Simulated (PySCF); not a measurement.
H$_{3}$BClN (SMILES NBCl), singlet, at a GFN2-xTB geometry, with bond 5-4 at 1.4 times its length; CASSCF(2,2)/6-31G run with PySCF.

Here is a job for PySCF.
```python
from pyscf import gto, scf, mcscf, mp
import numpy

mol = gto.Mole()
mol.atom = '''
    B    -0.742075   -0.145454    0.168473
    H    -1.484232   -0.773562    0.818494
    Cl    0.957186   -0.371893    0.340916
    N    -1.191549    0.786020   -0.746715
    H    -2.552450    1.060182   -0.977420
    H    -0.573090    1.339033   -1.317921
'''
mol.basis = '6-31g'
mol.charge = 0
mol.spin = 0
mol.verbose = 4
mol.build()

mf = scf.RHF(mol)
mf.kernel()
mc = mcscf.CASSCF(mf, 2, 2)
mc.fix_spin_(ss=0.0)
noons, natorbs = mcscf.addons.make_natural_orbitals(mp.MP2(mf).run())
mc.kernel(natorbs)
occ = numpy.linalg.eigvalsh(mc.fcisolver.make_rdm1(mc.ci, mc.ncas, mc.nelecas))[::-1]
ss = mc.fcisolver.spin_square(mc.ci, mc.ncas, mc.nelecas)[0]
print('natural occupations', occ.round(4), ' <S^2>', round(ss, 4))
```

It wrote (shortened):

```
PySCF version 2.14.0

[INPUT] verbose = 4
[INPUT] num. atoms = 6
[INPUT] num. electrons = 32
[INPUT] charge = 0
[INPUT] spin (= nelec alpha-beta = 2S) = 0
[INPUT] symmetry False subgroup None
[INPUT] Mole.unit = angstrom
[INPUT] Symbol           X                Y                Z      unit          X                Y                Z       unit  Magmom
[INPUT]  1 B     -0.742075000000  -0.145454000000   0.168473000000 AA   -1.402318513887  -0.274868223722   0.318367829384 Bohr   0.0
[INPUT]  2 H     -1.484232000000  -0.773562000000   0.818494000000 AA   -2.804791985315  -1.461820320371   1.546729494600 Bohr   0.0
[INPUT]  3 Cl     0.957186000000  -0.371893000000   0.340916000000 AA    1.808819390268  -0.702775917643   0.644237871482 Bohr   0.0
[INPUT]  4 N     -1.191549000000   0.786020000000  -0.746715000000 AA   -2.251701273999   1.485362528431  -1.411086843105 Bohr   0.0
[INPUT]  5 H     -2.552450000000   1.060182000000  -0.977420000000 AA   -4.823431446646   2.003453622194  -1.847056108672 Bohr   0.0
[INPUT]  6 H     -0.573090000000   1.339033000000  -1.317921000000 AA   -1.082983144727   2.530405641755  -2.490509743813 Bohr   0.0

nuclear repulsion = 85.2567881216274
number of shells = 23
number of NR pGTOs = 102
number of NR cGTOs = 37
basis = 6-31g
ecp = {}

******** <class 'pyscf.scf.hf.RHF'> ********
method = RHF
initial guess = minao
damping factor = 0
level_shift factor = 0
DIIS = <class 'pyscf.scf.diis.CDIIS'>
diis_start_cycle = 1
diis_space = 8
diis_damp = 0
SCF conv_tol = 1e-09
SCF conv_tol_grad = None
SCF max_cycles = 50
direct_scf = True
direct_scf_tol = 1e-13
Set gradient conv threshold to 3.16228e-05
Initial guess from minao.
init E= -540.534932987419
  HOMO = -0.306837977507495  LUMO = 0.0414432879031501  gap/eV = 9.47722
cycle= 1 E= -540.284421925508  delta_E= 0.251  |g|= 0.279  |ddm|= 2.08
  HOMO = -0.408889820169486  LUMO = 0.0942104968861026  gap/eV = 13.69006
cycle= 2 E= -540.315863865101  delta_E= -0.0314  |g|= 0.087  |ddm|= 0.556
  HOMO = -0.427773065371877  LUMO = 0.108461166746283  gap/eV = 14.59168
cycle= 3 E= -540.318629972375  delta_E= -0.00277  |g|= 0.031  |ddm|= 0.145
  HOMO = -0.42217333842259  LUMO = 0.11948354915294  gap/eV = 14.73923
cycle= 4 E= -540.31903879092  delta_E= -0.000409  |g|= 0.00958  |ddm|= 0.0527
  HOMO = -0.424437137942669  LUMO = 0.118881741658819  gap/eV = 14.78446
cycle= 5 E= -540.319071741546  delta_E= -3.3e-05  |g|= 0.00285  |ddm|= 0.0127
  HOMO = -0.424794950593566  LUMO = 0.119425380779919  gap/eV = 14.80899
cycle= 6 E= -540.319077793944  delta_E= -6.05e-06  |g|= 0.0006  |ddm|= 0.00759
  HOMO = -0.424829344383646  LUMO = 0.119605723491638  gap/eV = 14.81483
cycle= 7 E= -540.319078136998  delta_E= -3.43e-07  |g|= 0.000145  |ddm|= 0.00165
  HOMO = -0.424864215392149  LUMO = 0.119638270146588  gap/eV = 14.81667
cycle= 8 E= -540.319078152782  delta_E= -1.58e-08  |g|= 3.54e-05  |ddm|= 0.000342
  HOMO = -0.424861086931444  LUMO = 0.119637650952232  gap/eV = 14.81657
cycle= 9 E= -540.31907815376  delta_E= -9.77e-10  |g|= 8.65e-06  |ddm|= 8.83e-05
  HOMO = -0.424862234610477  LUMO = 0.119638131361548  gap/eV = 14.81661
Extra cycle  E= -540.3190781538  delta_E= -4.05e-11  |g|= 3.41e-06  |ddm|= 1.43e-05
converged SCF energy = -540.3190781538

******** <class 'pyscf.mp.mp2.RMP2'> ********
nocc = 16, nmo = 37
E(RMP2) = -540.540349130963  E_corr = -0.221270977163516
E(SCS-RMP2) = -540.540736559756  E_corr = -0.221658405956301
E_corr(same-spin) = -0.0506154999691365
E_corr(oppo-spin) = -0.17065547719438

******** <class 'pyscf.mcscf.mc1step.CASSCF'> ********
CAS (1e+1e, 2o), ncore = 15, nvir = 20
max_cycle_macro = 50
max_cycle_micro = 4
conv_tol = 1e-07
conv_tol_grad = None
orbital rotation max_stepsize = 0.02
orbital rotation threshold for CI restart = 0.01
augmented hessian ah_max_cycle = 30
augmented hessian ah_conv_tol = 1e-12
augmented hessian ah_linear dependence = 1e-14
augmented hessian ah_level shift = 1e-08
augmented hessian ah_start_tol = 2.5
augmented hessian ah_start_cycle = 3
augmented hessian ah_grad_trust_region = 3
kf_trust_region = 3
kf_interval = 4
ci_response_space = 4
ci_grad_trust_region = 3
with_dep4 0
natorb = False
canonicalization = True
sorting_mo_energy = False
ao2mo_level = 2
internal_rotation = False
******** <class 'pyscf.fci.addons.SpinPenaltyFCISolver'> ********
max. cycles = 50
conv_tol = 1e-08
davidson only = True
linear dependence = 1e-12
level shift = 0.001
max iter space = 12
nroots = 1
pspace_size = 400
spin = None
CASCI E = -540.347876452490  S^2 = 0.0000000
Set conv_tol_grad to 0.000316228
macro iter   1 ( 15 JK    4 micro), CASSCF E = -540.351834027403  dE = -3.95757491e-03  S^2 = 0.0000000
               |grad[o]|=0.0463  |grad[c]|=0.0121  |ddm|=0.026  |maxRot[o]|=0.0812
macro iter   2 ( 11 JK    4 micro), CASSCF E = -540.352238278136  dE = -4.04250733e-04  S^2 = 0.0000000
               |grad[o]|=0.00683  |grad[c]|=0.00247  |ddm|=0.000482  |maxRot[o]|=0.033
macro iter   3 (  6 JK    2 micro), CASSCF E = -540.352259338804  dE = -2.10606677e-05  S^2 = 0.0000000
               |grad[o]|=0.00151  |grad[c]|=0.000162  |ddm|=0.000392  |maxRot[o]|=0.00896
macro iter   4 (  3 JK    1 micro), CASSCF E = -540.352259410511  dE = -7.17074045e-08  S^2 = 0.0000000
               |grad[o]|=9e-05  |grad[c]|=2.48e-05  |ddm|=2.58e-05  |maxRot[o]|=0.000529
1-step CASSCF converged in   4 macro ( 35 JK  11 micro) steps
CASSCF canonicalization
Density matrix diagonal elements [1.93433182 0.06566818]
CASSCF energy = -540.352259410511
CASCI E = -540.352259410511  E(CI) = -1.80216566986644  S^2 = 0.0000000
natural occupations [1.9345 0.0655]  <S^2> 0.0
```
